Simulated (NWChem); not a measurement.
Species: AlGeH5; SMILES [AlH2][GeH3]

```xyz
7

Al    -0.0019    -1.7381    -0.0006
Ge    -0.0018     0.7412    -0.0004
H     -1.4103     1.3615    -0.0988
H      0.6452     1.2960     1.2887
H      0.8270     1.3086    -1.1739
H      1.3836    -2.5236     0.0021
H     -1.3623    -2.5652     0.0021
```
Atoms are numbered in this order, from 1.

The geometry was optimised at PBE0/def2-SVP.

Q: List the 4 lowest vertical singlet excitations from B3LYP/def2-SVPD, TDA (NWChem).

A: 
| state | energy (eV) | oscillator strength | leading excitation (squared amplitude) |
|---|---|---|---|
| S1 | 4.13 | 0.005 | HOMO → LUMO (0.99) |
| S2 | 4.98 | 0.000 | HOMO−1 → LUMO (0.99) |
| S3 | 6.12 | 0.002 | HOMO−3 → LUMO (0.98) |
| S4 | 6.21 | 0.005 | HOMO−2 → LUMO (0.76) |
